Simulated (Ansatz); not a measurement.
A nudged elastic band was laid between two geometries of a periodic cell of 19 atoms, CoC18 (surface graphene monolayer, adsorbate Co).

Theory: DFT PBEsol, scalar-relativistic, plane waves, PAW in Ansatz. Settings: cutoff 420 eV, k mesh 2x2x1, gaussian smearing 0.02 eV, spin collinear.

```json
{
 "movable images": "5",
 "climbing image": "yes",
 "spring": "5.0 eV/Å²",
 "optimiser": "quadratic models (default)",
 "start path": "IDPP",
 "force threshold": "0.03 eV/Å",
 "iteration limit": "80",
 "end points": "relaxed"
}
```

First end point:

```xyz
19
Lattice="7.3980 0.0000 0.0000 -3.6990 6.4069 0.0000 0.0000 0.0000 12.0000" Properties=species:S:1:pos:R:3
C 0.004 -0.045 1.046
C 1.224 0.672 1.043
C -1.224 2.083 1.039
C 0.004 2.785 1.034
C -2.475 4.214 1.043
C -1.236 4.930 1.007
C 2.464 -0.045 1.007
C 3.703 0.675 0.997
C 1.233 2.083 1.039
C 2.475 2.802 1.039
C 0.004 4.211 0.997
C 1.244 4.930 1.007
C 4.943 -0.045 1.007
C 6.183 0.672 1.043
C 3.703 2.101 1.034
C 4.932 2.802 1.039
C 2.484 4.214 1.043
C 3.703 4.931 1.046
Co 0.004 5.646 2.490
```

Last end point:

```xyz
19
Lattice="7.3980 0.0000 0.0000 -3.6990 6.4069 0.0000 0.0000 0.0000 12.0000" Properties=species:S:1:pos:R:3
C 0.018 -0.058 1.043
C 1.237 0.660 1.046
C -1.222 2.091 1.007
C 0.018 2.808 1.043
C -2.462 4.237 1.034
C -1.233 4.938 1.039
C 2.457 -0.058 1.043
C 3.696 0.659 1.007
C 1.237 2.090 1.046
C 2.457 2.808 1.043
C 0.009 4.219 1.039
C 1.237 4.920 1.034
C 4.936 -0.061 0.997
C 6.176 0.659 1.007
C 3.697 2.091 1.007
C 4.936 2.811 0.997
C 2.466 4.219 1.039
C 3.708 4.938 1.039
Co 1.237 7.782 2.490
```

Problem. What changes between the two ends?

Solution. The atom that moves furthest is Co19, by 2.47 Å; four of its nearest neighbours are C12 2.06, C7 2.06, C6 2.06, C13 2.06 Å at the first end and C14 2.06, C15 2.06, C8 2.06, C3 2.06 Å at the last.

Problem. What energy profile does the band end with?

Solution. The forces met the threshold. The highest image is number 3 of 0 to 6, 0.67 eV above the ends, which have the same energy within 2 meV. By the program's own check the climbing image is of a kind that is not told: the force calls were inconclusive, a negative curvature could not be distinguished from the path's own, the only one lies far off the path, or fixed occupations may fill a level only in part (lowest curvatures found: -1.69 and 0.20 eV/Å²). Limits of this set-up: coarse k mesh, slab without dipole correction, a typed lattice constant that wasn't relaxed here.

| image | path coordinate (Å) | energy (eV) | C6–Co19 (Å) | C7–Co19 (Å) | C11–Co19 (Å) |
| --- | --- | --- | --- | --- | --- |
| 0 | 0.00 | 0.00 | 2.06 | 2.06 | 2.07 |
| 1 | 0.42 | 0.24 | 2.37 | 2.13 | 2.37 |
| 2 | 0.85 | 0.54 | 2.76 | 2.32 | 2.75 |
| 3 | 1.27 | 0.67 | 3.11 | 2.56 | 3.11 |
| 4 | 1.69 | 0.54 | 3.44 | 2.79 | 3.43 |
| 5 | 2.11 | 0.24 | 3.74 | 2.99 | 3.74 |
| 6 | 2.54 | 0.00 | 4.04 | 3.21 | 4.04 |

Problem. What is the geometry of the highest image?

Solution. 
```xyz
19
Lattice="7.3980 0.0000 0.0000 -3.6990 6.4069 0.0000 0.0000 0.0000 12.0000" Properties=species:S:1:pos:R:3
C 0.006 -0.048 1.043
C 1.235 0.663 1.044
C -1.227 2.093 0.992
C 0.005 2.799 0.995
C -2.463 4.223 0.994
C -1.231 4.929 0.991
C 2.457 -0.056 1.030
C 3.695 0.668 0.983
C 1.237 2.087 1.024
C 2.470 2.801 1.044
C 0.000 4.218 0.992
C 1.237 4.920 1.030
C 4.944 -0.053 0.977
C 6.181 0.671 1.030
C 3.703 2.102 1.030
C 4.940 2.804 0.991
C 2.470 4.221 1.043
C 3.702 4.935 1.022
Co 0.631 6.708 2.743
```

Run time: 7.6 min on 2 threads of AMD EPYC 9R45 96-Core Processor (Zen 5), with other jobs on the host, peak memory 2.2 GiB.
